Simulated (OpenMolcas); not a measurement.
OpenMolcas input wanted

SiBr3Cl has 5 atoms, charge 0, and is taken as a singlet. SMILES: `Cl[Si](Br)(Br)Br`. Geometry: relaxed at GFN2-xTB.

```xyz
5

Cl   -0.7841   -0.1802    1.9404
Si   -0.0339   -0.0077    0.0885
Br    1.7046   -1.3295   -0.2097
Br   -1.5007   -0.5350   -1.4682
Br    0.6141    2.0524   -0.3511
```

Settings wanted:

```yaml
method: FNO-MP2
reference: RHF
relativity: DKH2
integral_approximation: RICD
basis_set: ANO-RCC-VDZP
task: energy
frozen_core_orbitals: 37
nucleus: point
virtual_fraction: 0.5
```

**Question.** Write the OpenMolcas 26.06 input and the command.

**Answer.** This one ran through:

job.inp:
```
* Br3ClSi FNO-MP2
>>> EXPORT MOLCAS_PRINT=2
&GATEWAY
Coord
5
angstrom
Cl      -0.784090      -0.180200       1.940390
Si      -0.033890      -0.007670       0.088540
Br       1.704550      -1.329530      -0.209680
Br      -1.500670      -0.534960      -1.468170
Br       0.614100       2.052350      -0.351080
Basis = ANO-RCC-VDZP
Group = NoSym
RICD
&SEWARD
&SCF
PrOrbitals = 1 1
&MBPT2
FNOMP2 = 0.5
DoMP2
Frozen = 37
```

```bash
$ export MOLCAS_MEM=1860
$ pymolcas job.inp > job.log
```

Calculated total energy: -8564.07064 Eh.
